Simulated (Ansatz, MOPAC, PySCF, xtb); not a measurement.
Pair of molecules: SiH4 (SMILES [SiH4]) (first 5 atoms) with CH2F2 (SMILES FCF); geometry from B3LYP-D3(BJ)/def2-TZVP.
(charge 0, multiplicity 1):
```xyz
10

Si    -0.088     0.056     0.074
H      0.204    -1.174     0.846
H     -1.313     0.695     0.601
H     -0.295    -0.314    -1.346
H      1.057     0.986     0.175
F      0.427     0.614     3.291
C     -0.001    -0.506     3.943
F     -1.357    -0.566     3.851
H      0.277    -0.422     4.995
H      0.424    -1.380     3.447
```

Counterpoise-corrected where a basis set is named; no monomer relaxation.

Rows in 6-31G* carry no dispersion term and start afresh at each structure (6-31G* with six Cartesian d functions). The state reached by PM3 isn't checked.

Programs: Ansatz (an electronic-structure program); MOPAC for PM3 (differences of heats of formation); PySCF for 6-31G* rows, the dispersion terms; xtb for the GFN methods. Values without a source in brackets are computed.

Task: One of these levels gives -2.6 kJ/mol for the interaction energy. Name it.
(A) GFN-FF
(B) PM3
(C) HF/6-31G*
(D) B3LYP-D3(BJ)/def2-TZVPPD

Result: A, GFN-FF. The others give 7.7 (PM3), 1.6 (HF/6-31G*), -5.0 (B3LYP-D3(BJ)/def2-TZVPPD)
